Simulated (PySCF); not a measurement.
C₄H₁₀OSi. Atoms are numbered in the order given.

```xyz
16

O      2.4961     1.0580    -0.4349
C      1.7388    -0.1145    -0.1699
C      0.3402     0.1772     0.3481
C     -0.6644     0.8680    -0.6349
C     -2.0232     0.2951    -0.1264
Si    -1.0144    -1.1593     0.5885
H      2.0046     1.5646    -1.1073
H      2.3153    -0.6842     0.5894
H      1.6673    -0.7722    -1.0743
H      0.4113     0.7813     1.2800
H     -0.4710     0.5048    -1.6696
H     -0.6058     1.9783    -0.6626
H     -2.8105     0.1373    -0.8877
H     -2.4423     0.9196     0.6894
H     -1.3166    -1.7113     1.9583
H     -0.8672    -2.3076    -0.3774
```

The structure is a stationary point at PBE-D3(BJ)/def2-SVP. The structure was generated by enumeration; whether it is a known compound was not checked. One conformer was computed; it need not be the lowest.

All values below come from r2SCAN/def2-TZVP in PySCF.

Atomic charges (e):

```json
[
 {"atom": "O1", "IAO": "-0.56", "Mulliken": "-0.46", "Löwdin": "-0.05"},
 {"atom": "C2", "IAO": "-0.03", "Mulliken": "0.00", "Löwdin": "-0.36"},
 {"atom": "C3", "IAO": "-0.39", "Mulliken": "-0.17", "Löwdin": "-0.34"},
 {"atom": "C4", "IAO": "-0.26", "Mulliken": "-0.18", "Löwdin": "-0.26"},
 {"atom": "C5", "IAO": "-0.55", "Mulliken": "…", "Löwdin": "-0.36"},
 {"atom": "Si6", "IAO": "0.75", "Mulliken": "…", "Löwdin": "0.34"},
 {"atom": "H7", "IAO": "0.35", "Mulliken": "…", "Löwdin": "0.18"},
 {"atom": "H8", "IAO": "0.14", "Mulliken": "…", "Löwdin": "0.13"},
 {"atom": "H9", "IAO": "0.11", "Mulliken": "…", "Löwdin": "0.12"},
 {"atom": "H10", "IAO": "0.14", "Mulliken": "…", "Löwdin": "0.16"},
 {"atom": "H11", "IAO": "0.13", "Mulliken": "0.10", "Löwdin": "0.14"},
 {"atom": "H12", "IAO": "0.13", "Mulliken": "0.10", "Löwdin": "0.12"},
 {"atom": "H13", "IAO": "0.15", "Mulliken": "…", "Löwdin": "0.13"},
 {"atom": "H14", "IAO": "0.15", "Mulliken": "…", "Löwdin": "0.14"},
 {"atom": "H15", "IAO": "-0.12", "Mulliken": "-0.04", "Löwdin": "-0.04"},
 {"atom": "H16", "IAO": "-0.13", "Mulliken": "-0.04", "Löwdin": "-0.03"}
]
```

### Question
What belongs in the gaps? (Estimate from the structure and the level; the computed values follow.)

### Answer

- C5, Mulliken: -0.35
- Si6, Mulliken: 0.27
- H7, Mulliken: 0.30
- H8, Mulliken: 0.09
- H9, Mulliken: 0.08
- H10, Mulliken: 0.08
- H13, Mulliken: 0.11
- H14, Mulliken: 0.11

Computed Mayer and Wiberg (Löwdin basis) orders of the bonds:
```csv
bond,Mayer,Wiberg
O1–C2,0.96,1.59
C2–C3,0.99,1.26
C3–C4,0.93,1.13
C4–C5,0.95,1.20
C3–Si6,0.96,1.01
C5–Si6,0.98,1.10
O1–H7,0.90,1.02
C2–H8,0.96,0.87
C2–H9,0.95,0.87
C3–H10,0.93,0.79
C4–H11,0.97,0.85
C4–H12,0.94,0.87
C5–H13,0.96,0.89
C5–H14,0.95,0.86
Si6–H15,0.94,0.94
Si6–H16,0.93,0.92
```
